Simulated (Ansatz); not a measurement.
Cost and result for the atomization energy of C₂H₈FGaO (`[CH3][Ga-]([CH3])([OH2+])[F]`) (13 atoms, 12 bonds).

```xyz
13

C    -0.164   -1.955    0.497
Ga   -0.346   -0.102   -0.105
C     0.445    0.879   -1.613
O     0.338    1.071    1.600
F    -1.914    0.650    0.445
H     0.883   -2.264    0.526
H    -0.590   -2.069    1.495
H    -0.695   -2.631   -0.178
H     0.135    1.926   -1.601
H     1.537    0.834   -1.593
H     0.119    0.449   -2.563
H     0.837    1.858    1.361
H    -0.585    1.355    1.728
```

The species carries charge 0 and has multiplicity 1. Correlated methods include outer-core shells of Ga, which these sets cover unevenly. Scalar relativity is left out up to krypton. The structure was optimised at the PBE0-D4/def2-TZVP level. It is one conformer, not always the lowest. Program: Ansatz. All runs use 4 threads of an Intel Xeon 6975P-C on a shared host. Times are those of one run each, without the atoms' runs, and a repeat can differ threefold. Electronic energies, without spin–orbit coupling; frozen cores. CCSD(T)/CBS adds CCSD(T) − MP2 in def2-TZVPP to the MP2 limit, and its time is that of the two runs behind it. T1 = 0.012. With those shells the extrapolation isn't a true limit. HSE06 is the plane-wave form, built on full-range PBE exchange.

CCSD(T)/CBS is a level of theory with its own doubt, some kJ/mol a heavy atom from the limit and from the frozen cores, so smaller differences don't rank the functionals.

```csv
level,functions,wall time
LDA (SPW92)/def2-TZVPP,284,0.95 s
revPBE-D4/def2-TZVPP,284,1.3 s
BHLYP-D4/def2-TZVPP,284,2.2 s
HSE06-D4/def2-TZVPP,284,2.4 s
r2SCAN-D4/def2-TZVPP (with forces),284,2.8 s
B2PLYP/def2-TZVPP,284,3.8 s
PBE-QIDH/def2-TZVPP,284,3.8 s
CCSD(T)/def2-SVP,128,4.8 s
B97M-V/def2-TZVPP,284,5.5 s
ωB97M-V/def2-TZVPP (with forces),284,7 s
MP2/def2-QZVPP,557,20 s
CCSD(T)/def2-TZVPP,284,110 s
CCSD(T)/CBS(def2),–,2.2 min
```

Task: What atomization energy does each give, and how far from CCSD(T)/CBS? (Estimate.)

Result: Ansatz gave: 
| level | atomization (kcal/mol) | difference from CCSD(T)/CBS | per bond |
| --- | --- | --- | --- |
| LDA (SPW92)/def2-TZVPP | 1256.1 | 144.9 | 12.1 |
| revPBE-D4/def2-TZVPP | 1088.8 | -22.4 | -1.9 |
| BHLYP-D4/def2-TZVPP | 1070.6 | -40.6 | -3.4 |
| HSE06-D4/def2-TZVPP | 1099.5 | -11.7 | -1.0 |
| r2SCAN-D4/def2-TZVPP (with forces) | 1107.7 | -3.5 | -0.3 |
| B2PLYP/def2-TZVPP | 1093.5 | -17.7 | -1.5 |
| PBE-QIDH/def2-TZVPP | 1097.9 | -13.3 | -1.1 |
| CCSD(T)/def2-SVP | 1054.6 | -56.6 | -4.7 |
| B97M-V/def2-TZVPP | 1102.7 | -8.5 | -0.7 |
| ωB97M-V/def2-TZVPP (with forces) | 1105.4 | -5.8 | -0.5 |
| MP2/def2-QZVPP | 1116.8 | 5.6 | 0.5 |
| CCSD(T)/def2-TZVPP | 1088.0 | -23.2 | -1.9 |
| CCSD(T)/CBS(def2) | 1111.2 | 0.0 | 0.0 |

From PBE to PBE0 (25 % exact exchange), in def2-TZVPP and without D4, the atomization energy moves by −16.4 kcal/mol: exact exchange takes away binding that semilocal exchange gives to molecules. The D4 term adds +8.6 kcal/mol with B3LYP and +4.6 kcal/mol with PBE0; it sums over pairs of atoms, weighted by their polarisabilities, and B3LYP, whose exchange is more repulsive, gets the larger term. In def2-TZVPP, CCSD(T) changes the Hartree–Fock value by +274.4 kcal/mol (the triples alone add +13.9 kcal/mol) and MP2 by +289.7 kcal/mol; breaking electron pairs costs correlation energy, which Hartree–Fock lacks.

B3LYP here is the variant with VWN-RPA as its local correlation; programs differ in this.
